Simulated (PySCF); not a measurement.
Species: YMe3, C₃H₉Y (singlet state).
Bonds: Y1–C2, Y1–C6, Y1–C10. Hydrogens: H3, H4, H5 on C2; H7, H8, H9 on C6; H11, H12, H13 on C10.

The calculation used PBE0-D3(BJ)/def2-SVP geometry optimisation, gas phase, def2 core potentials past Kr in PySCF 2.14.0.

Question: List the bond lengths and angles at this level.

Answer: 
```json
{"bond": "Y1–C2, Y1–C6, Y1–C10", "length (Å)": "2.356"}
{"bond": "C2–H3 and 8 like bonds", "length (Å)": "1.109"}
```

Bonds in one row agree within 0.01 Å and their mean is given. A selection of angles:
```json
{"angle": "C2–Y1–C6", "degrees": "120.0"}
{"angle": "Y1–C2–H3", "degrees": "115.0"}
{"angle": "Y1–C2–H4", "degrees": "112.1"}
{"angle": "H3–C2–H4", "degrees": "105.9"}
```

The 4 heavy atoms lie in one plane (0.011 Å rms). Y1 (yttrium bonded to 3 C) is planar (angles 120.1°, 120.0° and 119.9°, sum 360.0°, 0.03 Å off the plane of its three neighbours). All 3 C–Y bonds measure 2.356 to 2.357 Å.

Point group: near C3h, missed by 0.16 Å at most; the miss may be what the optimiser left on a soft mode (C3 holds within 0.08 Å). PBE0-D3(BJ)/def2-SVP frequencies: not computed here.

On an Arm Neoverse V1 with one thread, no GPU (shared host), this took 52 s of wall time and 0.46 GiB of memory at its peak. That covers the optimisation of the geometry.
